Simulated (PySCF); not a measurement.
## CH9ClO2Si3: full NMR table

* Formula: CH9ClO2Si3
* SMILES: [SiH3]O[SiH2]O[SiH2]CCl
* Point group of the computed structure: C1
* Degrees of unsaturation: 0
* Carbon signals: 1
* Proton signals: 4

Mapped SMILES: `[SiH3:1][O:2][SiH2:3][O:4][SiH2:5][CH2:6][Cl:7]` (H(Xn): hydrogen on atom n).

Calculated, not measured (PySCF 2.14): GFN2-xTB structure, GIAO PBE0/pcSseg-1 shieldings. Non-relativistic, rapidly exchanging positions averaged, a single conformation, isolated molecule.

Referencing at the same level of theory: $^{1}$H (σref 31.72) and $^{13}$C (σref 186.93) and $^{29}$Si (σref 349.16) vs TMS; H2O for $^{17}$O (σref 336.08).

| carbon | δC, type | δH (multiplicity) | HMBC from (2–3 bonds) | span of the C tensor (ppm) |
| --- | --- | --- | --- | --- |
| C6 | 31.3, CH2 | 3.27 (t) | H(Si5) | 61 |

Other nuclei:
| atoms | nucleus | environment | δ (ppm) | σ (ppm) |
| --- | --- | --- | --- | --- |
| H(Si1) | $^{1}$H | hydrogen on a silicon bonded to O | 5.24 | 26.48 |
| H(Si5) | $^{1}$H | hydrogen on a silicon bonded to C, O | 5.02 | 26.70 |
| H(Si3) | $^{1}$H | hydrogen on a silicon bonded to 2 O | 4.89 | 26.83 |
| Si5 | $^{29}$Si | silicon bonded to C, O, 2 H | -33.9 | 383.1 |
| Si1 | $^{29}$Si | silicon bonded to O, 3 H | -43.8 | 393.0 |
| Si3 | $^{29}$Si | silicon bonded to 2 O, 2 H | -45.6 | 394.7 |
| O4 | $^{17}$O | oxygen bonded to 2 Si | 67.9 | 268.2 |
| O2 | $^{17}$O | oxygen bonded to 2 Si | 41.0 | 295.0 |

1. δC 31.3: sp3 CH2 bonded to Cl and Si; pulled downfield by the heteroatom.
2. δH 5.24: hydrogen on a silicon bonded to O.
3. δH 5.02: hydrogen on a silicon bonded to C, O.
4. δH 4.89: hydrogen on a silicon bonded to 2 O.
5. δH 3.27: hydrogen on an sp3 CH2 bonded to Cl and Si; its carbon carries Cl, an electronegative neighbour.

Carbons that carry Cl, above all several Cl atoms, come out too deshielded, partly because spin–orbit coupling is missing. Shifts are as computed. Against solution values, carbons near 30 ppm lie about +3 ppm off and those near 130 ppm about +5 ppm; carbons on Cl a further +6 ppm. Of 1211 compounds with measured shifts, 218 miss one by over three times the rms of a fit or turn the order of signals round; such compounds aren't used in these exercises. Experimental scales use liquid or dissolved standards, which lie at an offset from isolated H2O (liquid H2O: subtract about 36 ppm). No couplings were computed; multiplicities are counted from neighbouring protons, with m where these are inequivalent, close in shift, in a saturated or five-membered ring or joined by F or P, and br s for small geminal =CH2 splittings.
